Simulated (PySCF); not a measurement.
C4H6OSi, SMILES [SiH2]1C=CCC1=O. Atoms are numbered in the order given.

```xyz
12

O      0.1438    -2.2319     0.0000
C     -0.0326    -1.0358     0.0000
C     -1.4295    -0.3925     0.0000
C     -1.3013     1.1044     0.0000
C     -0.0840     1.6938     0.0000
Si     1.2758     0.4190     0.0000
H     -1.9929    -0.7639    -0.8778
H     -1.9929    -0.7639     0.8778
H     -2.2259     1.6986     0.0000
H     -0.0058     2.7859     0.0000
H      2.1456     0.4064    -1.2142
H      2.1456     0.4064     1.2142
```
Charge 0, spin multiplicity 1.

The structure is a stationary point at r2SCAN-D4/def2-SVP. This is a generated structure with no PubChem entry under its InChIKey; it may be hypothetical. Other conformers were not sampled.

Computed with PySCF with r2SCAN-D4/def2-SVP.

Frequencies are harmonic and unscaled.

```
mode  ν (cm⁻¹)  IR (km/mol)  Raman (Å⁴/amu)  depolarisation  moving atoms (share of kinetic energy)
----  --------  -----------  --------------  --------------  --------------------------------------
1           64          3.7             0.1            0.75                  H 35 %, C 35 %, O 22 %
2          293          0.0             2.8            0.75                          C 51 %, H 49 %
3          341          6.4             3.4            0.75                  H 58 %, C 30 %, O 11 %
4          351          2.8             9.1            0.50         O 50 %, Si 30 %, C 10 %, H 10 %
5          446         11.9             4.5            0.60                 C 45 %, Si 33 %, O 17 %
6          572         24.6            12.8            0.75                                  H 91 %
7          587          6.1             9.5            0.19         C 54 %, H 17 %, O 17 %, Si 13 %
8          600         11.2             4.6            0.75                 H 54 %, C 31 %, Si 14 %
9          637         17.8             5.0            0.17         C 67 %, Si 13 %, H 11 %, O 10 %
10         702         19.8            12.2            0.25                  H 59 %, C 30 %, Si 9 %
11         734         49.0             1.8            0.75                          H 79 %, C 20 %
12         812         82.3             2.4            0.66                 C 41 %, H 40 %, Si 17 %
13         879          8.9             2.3            0.75                          C 56 %, H 43 %
14         941         91.1            19.0            0.66                                  H 94 %
15         954         25.1             4.2            0.40                          H 50 %, C 50 %
16        1011          0.0             1.0            0.75                          H 81 %, C 19 %
17        1026         37.9             2.0            0.74                          C 81 %, H 14 %
18        1117          3.7            10.9            0.58                          H 89 %, C 10 %
19        1135          0.7             4.2            0.75                          H 85 %, C 15 %
20        1284          4.4             6.6            0.39                          H 53 %, C 46 %
21        1339          5.3             2.4            0.56                          H 61 %, C 38 %
22        1384         12.7            29.0            0.52                          H 89 %, C 11 %
23        1626         27.2            15.7            0.05                                  C 93 %
24        1802        181.7            18.1            0.66                          C 61 %, O 39 %
25        2219         90.7           238.9            0.09                                  H 98 %
26        2220        101.4           116.8            0.75                                  H 96 %
27        3017          6.2           199.0            0.11                                  H 94 %
28        3060          1.7           116.3            0.75                           H 91 %, C 9 %
29        3132         14.1           156.2            0.38                           H 92 %, C 8 %
30        3185          5.1           164.4            0.26                           H 91 %, C 9 %
```
